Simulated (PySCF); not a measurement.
Compound: C₇H₇F.
SMILES with atom numbers: `[CH3:1][c:2]1[cH:3][cH:4][c:5]([F:6])[cH:7][cH:8]1`

Structure used (GFN2-xTB), in Å, numbered top down from 1:
```xyz
15
C7H7F angstrom
C      2.216   -0.235   -0.048
C      0.727   -0.075   -0.003
C     -0.099   -1.181    0.162
C     -1.475   -1.046    0.186
C     -2.021    0.215    0.039
F     -3.365    0.357    0.063
C     -1.229    1.335   -0.131
C      0.145    1.179   -0.150
H      2.533   -1.086    0.550
H      2.542   -0.405   -1.074
H      2.715    0.659    0.319
H      0.340   -2.161    0.274
H     -2.121   -1.900    0.316
H     -1.687    2.305   -0.244
H      0.776    2.046   -0.281
```

Probes without a nucleus sit at each ring's centroid and 1 Å off its mean plane on both sides; NICS is minus the shielding there, NICSzz its component along the normal. Level: GIAO PBE0/pcSseg-1 (PySCF, non-relativistic, gas phase) on the GFN2-xTB geometry, one conformer.

Ring bond lengths (Å), with Mayer bond orders in brackets: C2–C3 1.390 (1.41), C3–C4 1.383 (1.42), C4–C5 1.382 (1.43), C5–C7 1.382 (1.43), C7–C8 1.383 (1.42), C8–C2 1.390 (1.41).

Q: What do the NICS probes read (ppm)?

A: 
```json
{"ring": "C2–C3–C4–C5–C7–C8", "type": "6-membered carbocycle; formal bonds all aromatic", "NICS(0)": "-10.2", "NICS(1), two faces": "-11.3 / -11.4", "NICS(1)zz, two faces": "-27.5 / -27.8", "rms pucker (Å)": "0.00", "centre to ring atoms, mean (Å)": "1.38"}
```

Q: What do they say, and how far can they be read as aromaticity?

A: 
- C2–C3–C4–C5–C7–C8: mean NICS(1)zz -27.6 ppm, shielded. For a flat ring without four-coordinate atoms the NICS criterion counts such a value as aromatic.

Q: How equal are the bonds by HOMA? HOMA = 1 − mean of α(R − Ropt)² over the ring bonds, with Krygowski's 1993 parameters (CC: Ropt 1.388 Å, α 257.7 Å⁻²).

A: 
- C2–C3–C4–C5–C7–C8: HOMA 0.99 = 1 − EN − GEO, with mean bond length 1.385 Å, EN = α(Ropt − mean)² = 0.002 and GEO = α × variance = 0.003. The geometric and the magnetic index point the same way.

Q: What are the shieldings of the ring atoms and their hydrogens in the same run (means over atoms taken as equivalent)?

A: 
```csv
atoms,environment,σ isotropic (ppm)
C2,substituted aromatic carbon,48.5
C3 (×2),aromatic CH carbon,51.2
C4 (×2),aromatic CH carbon,65.7
C5,aromatic C–F carbon,15.8
H12 (×2),aromatic hydrogen,24.26
H13 (×2),aromatic hydrogen,24.45
```
